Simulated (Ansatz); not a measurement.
Reaction (homolysis of the B–Ge bond): `[BH2][GeH2][OH]` → `[BH2]`• + `[OH][GeH2]`•

Gas-phase electronic energies from Ansatz, PBE0-D4/def2-TZVP geometries. CCSD(T)/CBS is the MP2 limit (def2-TZVPP, def2-QZVPP) plus CCSD(T) − MP2 in def2-TZVPP, frozen cores. This one scheme is used for every species. Functionals use def2-TZVPP. B3LYP here is the variant with VWN-RPA as its local correlation; programs differ in this. HSE06 is defined as in plane-wave codes. Open shells (•) are unrestricted, without spin–orbit coupling. For Ge outer-core shells are correlated without core-valence functions, which leaves a few kJ/mol of doubt a bond. Scalar relativity is left out up to krypton. One conformer a species, not always the lowest.

| level | ΔE (eV) |
| --- | --- |
| revPBE-D4 | 3.41 |
| BLYP-D4 | 3.40 |
| B3LYP | 3.41 |
| HSE06 | 3.52 |

Question: What does CCSD(T)/CBS give? (An estimate is asked.)

Answer: The calculation gave: +3.76 eV. The listed levels differ from it by -0.35, -0.36, -0.35, -0.24 eV.

Largest T1 diagnostic among the species: 0.015.

At CCSD(T), def2-SVP lies −0.25 eV from the extrapolated value and def2-TZVPP −0.11 eV: correlation converges slowly with the basis, and small sets miss more of it in the bonded molecule than in its fragments. From PBE to PBE0 (25 % exact exchange), in def2-TZVPP and without D4, ΔE moves by +0.03 eV. In def2-TZVPP, CCSD(T) changes the Hartree–Fock value by +0.98 eV (the triples alone add +0.06 eV) and MP2 by +0.99 eV; breaking electron pairs costs correlation energy, which Hartree–Fock lacks.
